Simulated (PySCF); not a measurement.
C8H7F3.
Atom-mapped SMILES: `[CH2:1]=[C:2]1[CH:3]=[CH:4]/[C:5]1=[C:6](/[CH3:7])[C:8]([F:9])([F:10])[F:11]`

Definitions: NICS(0) = −σiso at the ring centroid; NICS(1) = −σiso and NICS(1)zz = −σzz at ±1 Å along the ring normal z. Level: GIAO PBE0/pcSseg-1 (PySCF, non-relativistic, gas phase) on the GFN2-xTB geometry, one conformer.

Ring bond lengths (Å), with Mayer bond orders in brackets: C2–C3 1.473 (1.02), C3–C4 1.351 (1.61), C4–C5 1.472 (1.05), C5–C2 1.500 (0.97).

Give the NICS values of each ring in ppm.

```tsv
ring	type	NICS(0)	NICS(1), two faces	NICS(1)zz, two faces	rms pucker (Å)	centre to ring atoms, mean (Å)
C2–C3–C4–C5	4-membered carbocycle; formal bonds 1 double, 3 single	5.6	-2.0 / -2.1	4.9 / 4.9	0.00	1.02
```

What do they say, and how far can they be read as aromaticity?

- C2–C3–C4–C5: mean NICS(1)zz 4.9 ppm, deshielded. NICS(0) lies 8 ppm above the mean NICS(1).

What does the geometric index give? HOMA = 1 − mean of α(R − Ropt)² over the ring bonds, with Krygowski's 1993 parameters (CC: Ropt 1.388 Å, α 257.7 Å⁻²).

- C2–C3–C4–C5: HOMA -0.82 = 1 − EN − GEO, with mean bond length 1.449 Å, EN = α(Ropt − mean)² = 0.961 and GEO = α × variance = 0.862.

How shielded are the nuclei of the rings and their hydrogens (means over atoms taken as equivalent)?

```json
{"atoms": "C2", "environment": "fully substituted alkene carbon", "σ isotropic (ppm)": "31.9", "principal values of the symmetric part, first atom (ppm)": "-71.7, 38.2, 129.3"}
{"atoms": "C3", "environment": "alkene CH carbon", "σ isotropic (ppm)": "28.4", "principal values of the symmetric part, first atom (ppm)": "-73.0, 15.8, 142.5"}
{"atoms": "C4", "environment": "alkene CH carbon", "σ isotropic (ppm)": "31.5", "principal values of the symmetric part, first atom (ppm)": "-73.7, 22.8, 145.6"}
{"atoms": "C5", "environment": "fully substituted alkene carbon", "σ isotropic (ppm)": "38.2", "principal values of the symmetric part, first atom (ppm)": "-51.1, 35.5, 130.3"}
{"atoms": "H on C3", "environment": "vinylic hydrogen", "σ isotropic (ppm)": "24.45", "principal values of the symmetric part, first atom (ppm)": "22.8, 24.7, 25.8"}
{"atoms": "H on C4", "environment": "vinylic hydrogen", "σ isotropic (ppm)": "24.20", "principal values of the symmetric part, first atom (ppm)": "21.6, 22.7, 28.2"}
```

Time: 77 s wall. Hardware: one thread of an x86-64 server (shared host). This is the whole shielding run at PBE0/pcSseg-1, SCF included.

Conformer computed: `[CH2:1]=[C:2]1[CH:3]=[CH:4]/[C:5]1=[C:6](/[CH3:7])[C:8]([F:9])([F:10])[F:11]`: C5–C6–C8–F9 121°.
